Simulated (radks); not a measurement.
Question: These are the eigenvalues of the occupied orbitals of an atom or ion with whole-number occupations (Ry). Calculated with a radial shooting solver on a logarithmic mesh with Libxc functionals: Dirac Kohn-Sham, PBE, spin-unpolarised, spherical densities, point nucleus.

orbital  eigenvalue
1s1/2     -1160.683
2s1/2     -242.9953
2p1/2     -232.7128
2p3/2     -228.3484
4p1/2     -51.69943

Which element is it, and in what charge state? The configuration may be excited. Open shells, if any, fill j = l - 1/2 first.

Answer: Z = 36, krypton, charge +27: Kr27+ in [He] 2s2 2p4 4p1. The list shows which subshells hold electrons but not how many an open one holds; the 1s level, -580.34 hartree, gives Z - s = 34.1 by -(Z - s)^2/2, which with screening and relativity narrows Z to a few neighbours, and the depths of the outer levels then fix element, charge and occupations together.
